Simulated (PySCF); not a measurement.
HSE06 on Fe- (iron, charge -1), [Ar] 3d7 4s2, high-spin 4F determinant. All numbers are calculated (PySCF 2.14, the spin-free X2C one-electron Hamiltonian (Gaussian nucleus), in aug-cc-pVDZ-DK (7s6p4d2f, 59 functions)).

```
cycle= 1 E= -1272.40580216356  delta_E= -0.00862  |g|= 0.222  |ddm|=    1
cycle= 2 E= -1272.33814758037  delta_E= 0.0677  |g|= 0.521  |ddm|= 0.86
cycle= 3 E= -1272.4183995995  delta_E= -0.0803  |g|= 0.0273  |ddm|= 0.625
cycle= 4 E= -1272.41859219708  delta_E= -0.000193  |g|= 0.0143  |ddm|= 0.0683
cycle= 5 E= -1272.41869090465  delta_E= -9.87e-05  |g|= 0.000638  |ddm|= 0.0233
cycle= 6 E= -1272.41869160375  delta_E= -6.99e-07  |g|= 0.00034  |ddm|= 0.00566
cycle= 7 E= -1272.41869164466  delta_E= -4.09e-08  |g|= 4.66e-05  |ddm|= 0.000422
cycle= 8 E= -1272.41869164572  delta_E= -1.06e-09  |g|= 7.16e-06  |ddm|= 0.000117
cycle= 9 E= -1272.41869164574  delta_E= -1.73e-11  |g|= 5.36e-07  |ddm|= 1.23e-05
converged SCF energy = -1272.41869164574  <S^2> = 3.799584  2S+1 = 4.0247156
```

Highest occupied orbital energy: 1.821 eV; ⟨L²⟩ = 12.03; populations by l: s 8.00, p 12.00, d 7.00, f 0.00.

Task: Can this result be used?

Result: With care. The calculation finished and met its thresholds. At HSE06 the highest occupied level has a positive energy, so only the finite basis holds that electron; in a semilocal or global hybrid functional this comes from self-interaction and does not mean that the real anion is unbound.
